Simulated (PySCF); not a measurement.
Isomers of C2H6OSSi. The calculation used TDDFT CAM-B3LYP/def2-SVPD, vertical, gas phase, core orbitals frozen in the response (PySCF). Geometries: PBE0-D3(BJ)/def2-SVP; one conformer of each isolated species. Triplets are in the Tamm–Dancoff approximation.

A. `CC(=O)[SiH2]S`
B. `[SiH3]O[C@H]1CS1`
C. `CC(=S)O[SiH3]`

Lowest singlet levels (six at most, fewer where fewer were computed) with oscillator strengths:

1. 251 nm (f 0.000); 199 nm (f 0.016); 190 nm (f 0.036); 176 nm (f 0.038); 173 nm (f 0.031); 173 nm (f 0.027); T1 4.52 eV
2. 359 nm (f 0.000); 225 nm (f 0.124); 201 nm (f 0.136); 196 nm (f 0.001); 188 nm (f 0.010); 180 nm (f 0.007); T1 3.10 eV
3. 330 nm (f 0.001); 224 nm (f 0.007); 201 nm (f 0.028); 197 nm (f 0.001); 186 nm (f 0.005); 182 nm (f 0.005); T1 3.12 eV

Question: Match each spectrum to its molecule.

Answer: 1 = B, 2 = C, 3 = A.
- A: S1 at 3.76 eV, HOMO-1→LUMO (73%), HOMO→LUMO (24%); Löwdin shares by element: HOMO sulfur 60%, silicon 12%, oxygen 10%, hydrogen 5% or more; LUMO carbon 45%, oxygen 32%, silicon 11%; HOMO -8.71 and LUMO -0.34 eV.
- B: S1 at 4.94 eV, HOMO→LUMO (76%), HOMO→LUMO+1 (9%); Löwdin shares by element: HOMO sulfur 75%, carbon 16%; LUMO sulfur 44%, carbon 22%, silicon 11% (atoms not listed hold the other 22%); HOMO -8.16 and LUMO 0.86 eV.
- C: S1 at 3.46 eV, HOMO→LUMO (99%); S1 has the pattern of n→π* at C=S; HOMO -8.14 and LUMO -0.49 eV.
